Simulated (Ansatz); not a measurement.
C₃H₈OSi (`OC/C=C/[SiH3]`), relaxed with RKS PBE0-D4/def2-TZVP in the Gaussian-basis code of Ansatz from a PBE-D4/def2-SVP geometry. The force threshold is 0.005 eV/Å; the program also tests the step.

Total charge 0; spin multiplicity 1.

Start:

```xyz
13

O    -1.287   -1.443   -2.110
C    -1.004   -0.138   -1.634
C    -0.529   -0.137   -0.205
C     0.567    0.507    0.255
Si    1.119    0.499    2.046
H    -0.466   -1.961   -2.020
H    -1.964    0.421   -1.701
H    -0.270    0.410   -2.277
H    -1.160   -0.734    0.482
H     1.166    1.081   -0.481
H     2.527   -0.024    2.175
H     1.107    1.892    2.622
H     0.194   -0.374    2.849
```

(1) By how much does the energy fall, and how many steps does the optimiser take? (Best estimate.)

(2) Which bonds change most? (Best estimate.)

(3) Give the relaxed structure. (Estimate.)

## Answers

(1) Computed: 0.06 eV, in 9 steps.

(2) The calculation gave: C2–H8 from 1.119 to 1.098 Å; C3–C4 from 1.352 to 1.333 Å; Si5–H12 from 1.507 to 1.488 Å; Si5–H11 from 1.507 to 1.489 Å.

(3) Ansatz gave: 
```xyz
13

O    -1.216   -1.438   -2.090
C    -1.008   -0.126   -1.607
C    -0.538   -0.118   -0.189
C     0.559    0.502    0.245
Si    1.107    0.487    2.020
H    -0.388   -1.918   -2.006
H    -1.982    0.368   -1.679
H    -0.306    0.433   -2.239
H    -1.160   -0.686    0.503
H     1.154    1.049   -0.488
H     2.477   -0.080    2.144
H     1.142    1.867    2.576
H     0.158   -0.339    2.812
```
